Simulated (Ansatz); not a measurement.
BAsH₆⁺, that is B(AsH3)H3 with one electron fewer. Total charge 1; doublet. Geometry B3LYP-D4/def2-TZVP, that of the neutral singlet; atoms count from 1.

Cartesian coordinates in Å:
```
B 0.657 1.009 -0.239
As -0.464 -0.712 0.169
H -0.135 -1.527 1.397
H -0.480 -1.832 -0.843
H -1.953 -0.583 0.380
H 1.769 0.565 -0.342
H 0.451 1.680 0.736
H 0.155 1.400 -1.258
```

Estimate the Mulliken populations from the PBE0/def2-TZVP orbitals of Ansatz.


```json
{"atom": "B1", "charge (e)": "-0.38", "spin (α − β)": "0.33"}
{"atom": "As2", "charge (e)": "0.23", "spin (α − β)": "0.19"}
{"atom": "H3", "charge (e)": "0.21", "spin (α − β)": "0.04"}
{"atom": "H4", "charge (e)": "0.21", "spin (α − β)": "0.04"}
{"atom": "H5", "charge (e)": "0.19", "spin (α − β)": "-0.01"}
{"atom": "H6", "charge (e)": "0.16", "spin (α − β)": "0.10"}
{"atom": "H7", "charge (e)": "0.19", "spin (α − β)": "0.15"}
{"atom": "H8", "charge (e)": "0.19", "spin (α − β)": "0.15"}
```
Mulliken values depend strongly on the basis.

Where does the spin sit?

Summed by element: B 0.33, As 0.19, H 0.48, of 1 unpaired in all. Largest on single atoms: B1 0.33, As2 0.19, H8 0.15.

And the Mayer bond orders between heavy atoms (over 0.3)?

B1–As2 0.83 (2.09 Å).
